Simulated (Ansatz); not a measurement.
Two isomers of AlF3H3P: A = `[F][Al-]([F])([F])[PH3+]`, B = `F[P+](F)(F)[AlH3-]`.

Program: Ansatz. Geometries: PBE0-D4/def2-TZVP. ΔE: electronic, gas phase. CCSD(T)/CBS adds triple-zeta CCSD(T) − MP2 to the extrapolated MP2 energy (def2 sets, frozen cores). Functionals use def2-TZVPP. B3LYP here is the variant with VWN-RPA as its local correlation; programs differ in this. Each species was taken in one conformer, which may not be the lowest.

A:

```xyz
8

F    -0.643   -1.002   -1.997
Al    0.498   -0.032   -1.301
F     1.981   -0.695   -0.998
F     0.441    1.582   -1.644
P    -0.393    0.025    1.026
H    -0.515   -1.196    1.712
H    -1.686    0.545    1.220
H     0.317    0.774    1.982
```

B:

```xyz
8

F     0.3631   -1.7108   -1.3665
P    -0.4819   -0.7648   -0.4775
F    -1.2238   -1.8115    0.3906
F    -1.6099   -0.4026   -1.4753
Al    0.6996    1.1113    0.6942
H     1.6793    0.1412    1.4932
H     1.1968    1.7878   -0.6602
H    -0.6230    1.6493    1.4016
```

Problem. Which is lower in electronic energy at CCSD(T)/CBS, and by how much? (Estimate.)

Solution. Ansatz gave: A, by 105.0 kcal/mol.

Problem. Give E(B) − E(A) in kcal/mol with r2SCAN-D4, CCSD/def2-TZVPP, PBE-D4, BLYP-D4, CCSD(T)/def2-TZVPP, B3LYP, B3LYP-D4. (An estimate is asked.)

Solution. The calculation gave: r2SCAN-D4 99.9, CCSD/def2-TZVPP 105.3, PBE-D4 95.5, BLYP-D4 99.1, CCSD(T)/def2-TZVPP 104.4, B3LYP 101.1, B3LYP-D4 101.0. None reverses the order clearly.

Problem. Does the order hold for the free energy at 298.15 K (harmonic terms from PBE0-D4)? (Best estimate.)

Solution. The calculation gave: Yes: G(B) − G(A) = +102.1 kcal/mol, for one conformer each.

Largest T1 diagnostic: 0.013.

From PBE to PBE0 (25 % exact exchange), in def2-TZVPP and without D4, E(B) − E(A) moves by +2.7 kcal/mol. In def2-TZVPP, CCSD(T) changes the Hartree–Fock value by +1.4 kcal/mol (the triples alone add −0.9 kcal/mol) and MP2 by +4.2 kcal/mol.
